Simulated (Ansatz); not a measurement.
`FC1([SiH3])BO1` and `CC1([SiH3])BO1` differ in one atom or group.

Ansatz, PBE0-D4/def2-TZVP geometries, multiplicity 1. 

| property | `FC1([SiH3])BO1` |
| --- | --- |
| size of the dipole moment (PBE/def2-TZVPP) / D | 1.48 |
| LUMO energy (PBE/def2-TZVPP) / eV | -2.07 |
| HOMO energy (PBE/def2-TZVPP) / eV | -6.64 |
| HOMO–LUMO gap (ωB97M-V/def2-TZVPP) / eV | 11.27 |
| HOMO energy (PBE0/def2-TZVPP) / eV | -8.05 |
| LUMO energy (PBE0/def2-TZVPP) / eV | -1.05 |

Problem. Give the same properties after the change, and the shifts. (Estimate.)

Solution. The calculation gave: 
| property | `CC1([SiH3])BO1` | shift |
| --- | --- | --- |
| size of the dipole moment (PBE/def2-TZVPP) / D | 1.34 | -0.14 |
| LUMO energy (PBE/def2-TZVPP) / eV | -1.58 | 0.49 |
| HOMO energy (PBE/def2-TZVPP) / eV | -6.50 | 0.14 |
| HOMO–LUMO gap (ωB97M-V/def2-TZVPP) / eV | 11.32 | 0.05 |
| HOMO energy (PBE0/def2-TZVPP) / eV | -7.77 | 0.28 |
| LUMO energy (PBE0/def2-TZVPP) / eV | -0.59 | 0.46 |

With PBE0 the HOMO rises by 0.28 eV and the LUMO rises by 0.46 eV, so the gap widens by about 0.18 eV. PBE moves the HOMO by 0.14 eV and ωB97M-V by 0.33 eV. Dipoles are sizes alone; their direction can turn.
